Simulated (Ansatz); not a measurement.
Saddle point of Si2H6Cl3OF, singlet (Si₂H₃Cl₂F ([F][Si]([SiH3])([Cl])[Cl]) + HCl + H₂O → SiCl₃F ([F][Si]([Cl])([Cl])[Cl]) + SiH₄ + H₂O; bonds formed: Si1–Cl7, Si2–H8, H6–O9; bonds broken: Si1–Si2, H6–Cl7, H8–O9), PBE0-D4/def2-TZVP structure:

```xyz
13
angstrom
Si -0.8927 0.7095 -0.5697
Si -0.4511 -1.3392 0.8133
Cl 0.2506 1.5313 -2.1169
Cl -2.6540 1.7095 -0.2452
F -1.5537 -0.4795 -1.4765
H 1.8765 0.8510 0.4340
Cl 0.1502 1.9035 1.0439
H 0.8909 -0.3458 -0.0696
O 2.0508 0.0493 -0.1278
H 0.4790 -1.3511 1.9720
H -0.4369 -2.6256 0.0808
H -1.8189 -1.0128 1.2969
H 2.1092 0.4001 -1.0354
```

Energies are electronic, without zero-point energy. Barriers and step energies count from the start structure reached by relaxing down the imaginary mode; all methods use the PBE0-D4 structures, on which another method's saddle can fall below an end. Program: Ansatz 0.2.0. Basis: def2-TZVPP, with def2-QZVPP for the basis limit. Cores are frozen in the correlated methods. B3LYP uses VWN-RPA correlation. Extrapolation: Hartree–Fock as exp(−7.88 √X), correlation as X^−2.97.

```tsv
method	barrier (kcal/mol)	step energy (kcal/mol)
SPW92	22.39	-8.27
PBE-D4	34.32	-11.69
BLYP-D4	41.98	-13.99
r2SCAN-D4	36.80	-16.09
B97M-V	?	-17.90
PBE0-D4	39.31	-13.96
B3LYP-D4	45.59	-15.55
r2SCAN0-D4	40.76	-17.04
BHLYP-D4	51.71	-17.90
CAM-B3LYP-D4	47.07	-16.57
wB97X-V	45.11	-16.98
wB97M-V	42.34	-18.29
B2PLYP	47.34	-17.88
PBE-QIDH	?	-17.15
RPA on PBE	?	-18.77
HF	70.71	-24.46
MP2	43.88	-19.15
CCSD	51.67	-18.87
CCSD(T)	47.15	-17.96
```

Problem. Fill in the withheld barriers. (To be estimated.)

Solution. Computed: B97M-V 41.55; PBE-QIDH 42.87; RPA on PBE 47.29 kcal/mol. Each is the energy of the saddle less that of the start structure, by the same method.

For comparison, the barrier by CCSD(T) at an estimated basis limit (MP2 extrapolated from triple and quadruple zeta, plus CCSD(T) − MP2 in triple zeta) is 45.08 kcal/mol.

No T1 diagnostic of these runs exceeds 0.012.

Labels in which every atom is bracketed show which atoms are joined, not bond orders.

For scale, one of the runs: CCSD(T)/def2-TZVPP, 356 basis functions, launched by `ansatz run in.yaml --threads 4 --pin off --events-out ev --progress --plain --max-ram 46080MiB --backend cuda --devices 0, --max-vram 37GiB`. Hardware: 4 CPU threads of an AMD EPYC 7R13 and a share of one NVIDIA H100, shared host. Wall time 7 s; peak host memory 0.9 GiB.
